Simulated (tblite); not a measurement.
**Question.** Write Cartesian coordinates for `[Si@H]1(O[SiH2]C[C@H]1Cl)Cl` as optimised with GFN2-xTB.

**Answer.** 
```xyz
13
C2H6Cl2OSi2 angstrom
Cl     0.1266    1.3289    2.0474
C      0.3525    1.1115    0.2779
C     -0.9817    0.7011   -0.3406
Si    -1.1474   -1.1908   -0.1102
O      0.4662   -1.5428   -0.0620
Si     1.5733   -0.3611    0.0728
Cl     2.6299   -0.2321   -1.6170
H      0.6875    2.0832   -0.0864
H     -0.9400    0.9329   -1.4080
H     -1.7990    1.2872    0.0780
H     -1.6564   -1.8827   -1.2842
H     -1.6980   -1.5956    1.1746
H      2.3821   -0.6389    1.2401
```

Any rigid rotation of these coordinates is as good. Atoms count from 1 in this order. O5 (siloxane oxygen) is bent (angle 120.9°). The 2 O–Si bonds span 1.625 Å (O5–Si6, drawn single) to 1.652 Å (Si4–O5, drawn single), a spread of 0.027 Å. The 5-membered ring C2–C3–Si4–O5–Si6 has internal angles of 97.4° to 120.9° (sum 531°, against 540° for a flat polygon); it is puckered, 0.15 Å rms from its mean plane, widest ring torsion 31°. Si6 (chlorine-bound silicon) is distorted tetrahedral (angles from 97.6° to 114.6°).

Bonds between heavy atoms (Å): Cl1–C2 1.797, C2–C3 1.527, C3–Si4 1.913, Si4–O5 1.652, O5–Si6 1.625, Si6–Cl7 1.997, C2–Si6 1.924.

Structure optimised with GFN2-xTB, isolated species.

Point group: C1 (no symmetry element, even within 0.4 Å). Its GFN2-xTB frequencies are all real (lowest 57 cm⁻¹). One conformer, not necessarily the lowest (Cl1–C2–C3–Si4 -83°, C2–C3–Si4–O5 -27°, C3–Si4–O5–Si6 11°, Si4–O5–Si6–Cl7 -112°).

All values are computed, not measured.
